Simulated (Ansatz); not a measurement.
`[F][GeH2][SiH2]Cl` + H₂ → `[F][GeH2][SiH3]` + HCl at 298.15 K and 1 bar (hydrogenolysis of the Si–Cl bond).

Program: Ansatz. Geometries: PBE0-D4/def2-TZVP. ΔE: electronic, gas phase. CBS: MP2 limit from def2 TZ/QZ plus the TZ coupled-cluster correction, frozen cores. This one scheme is used for every species. For Ge outer-core shells are correlated without core-valence functions, which leaves a few kJ/mol of doubt a bond. Scalar relativity is left out up to krypton. Each species was taken in one conformer, which may not be the lowest.

```json
{"species": "`[F][GeH2][SiH2]Cl`", "CCSD(T)/CBS energy (Eh)": "-2927.24228", "H − E (kJ/mol)": "117.6", "S (J/(mol·K))": "360.5"}
{"species": "H₂", "CCSD(T)/CBS energy (Eh)": "-1.17544", "H − E (kJ/mol)": "35.1", "S (J/(mol·K))": "130.4"}
{"species": "`[F][GeH2][SiH3]`", "CCSD(T)/CBS energy (Eh)": "-2468.01111", "H − E (kJ/mol)": "130.1", "S (J/(mol·K))": "325.9"}
{"species": "HCl", "CCSD(T)/CBS energy (Eh)": "-460.38127", "H − E (kJ/mol)": "26.6", "S (J/(mol·K))": "186.8"}
```

H − E and S are ideal-gas, rigid-rotor, harmonic terms from PBE0-D4/def2-TZVP, for one conformer and one mirror image of each species. The MP2-based limit puts H₂ 0.8 mEh under its directly extrapolated value; such offsets cancel only in part. 1 Eh = 2625.50 kJ/mol, R = 8.31446 J/(mol·K).

Problem. By hand: ΔE, ΔH, ΔS and ΔG.

Solution. ΔE = (-2468.01111) + (-460.38127) − (-2927.24228) − (-1.17544) = 0.02534 Eh = 66.5 kJ/mol. Δ(H − E) = 130.1 + 26.6 − 117.6 − 35.1 = 4.0, so ΔH = 70.5 kJ/mol. ΔS = 325.9 + 186.8 − 360.5 − 130.4 = 21.8 J/(mol·K). ΔG = 70.5 − 298.15 × (21.8)/1000 = 64.0 kJ/mol.

Problem. By hand: the equilibrium constant, and the temperature at which ΔG would vanish if ΔH and ΔS stayed fixed.

Solution. log₁₀ K = −ΔG/(RT ln 10) = -11.2. ΔG = 0 at ΔH/ΔS = 3234 K, far beyond where these terms or the molecules hold.

ΔH outweighs TΔS. A doubt of 5 kJ/mol in ΔE shifts log₁₀ K by 0.9 here. Other conformers and mirror images would add mixing entropy, several J/(mol·K) or more a flexible species. Modes under 60 cm⁻¹, often nearly free rotors, make the harmonic entropy too high. These are equilibria of isolated gas molecules and say nothing of rates. Largest T1 diagnostic: 0.012 (customary marks: 0.02 for closed shells, 0.045 for open ones).
